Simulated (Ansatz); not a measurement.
One change: `O[SiH]1BO1` becomes `F[SiH]1BO1`.

Ansatz, PBE0-D4/def2-TZVP geometries, multiplicity 1. Each molecule was computed in one conformer, which needn't be the lowest.

```csv
property,`O[SiH]1BO1`
HOMO energy (PBE0/def2-TZVPP) / eV,-6.99
HOMO–LUMO gap (B3LYP/def2-TZVPP) / eV,5.55
zero-point energy (PBE0-D4/def2-TZVP) / kJ/mol,103.4
LUMO energy (ωB97M-V/def2-TZVPP) / eV,0.96
HOMO energy (B3LYP/def2-TZVPP) / eV,-6.80
HOMO–LUMO gap (PBE/def2-TZVPP) / eV,3.75
```

Q: Give the same properties after the change, and the shifts. (Best estimate.)

A: Computed: 
```json
{"property": "HOMO energy (PBE0/def2-TZVPP) / eV", "`F[SiH]1BO1`": "-7.37", "shift": "-0.38"}
{"property": "HOMO–LUMO gap (B3LYP/def2-TZVPP) / eV", "`F[SiH]1BO1`": "5.59", "shift": "0.04"}
{"property": "zero-point energy (PBE0-D4/def2-TZVP) / kJ/mol", "`F[SiH]1BO1`": "73.7", "shift": "-29.7"}
{"property": "LUMO energy (ωB97M-V/def2-TZVPP) / eV", "`F[SiH]1BO1`": "0.66", "shift": "-0.30"}
{"property": "HOMO energy (B3LYP/def2-TZVPP) / eV", "`F[SiH]1BO1`": "-7.18", "shift": "-0.38"}
{"property": "HOMO–LUMO gap (PBE/def2-TZVPP) / eV", "`F[SiH]1BO1`": "3.77", "shift": "0.02"}
```

The zero-point energy changes by -29.7 kJ/mol with -3 modes.

B3LYP here is the variant with VWN-RPA as its local correlation; programs differ in this.
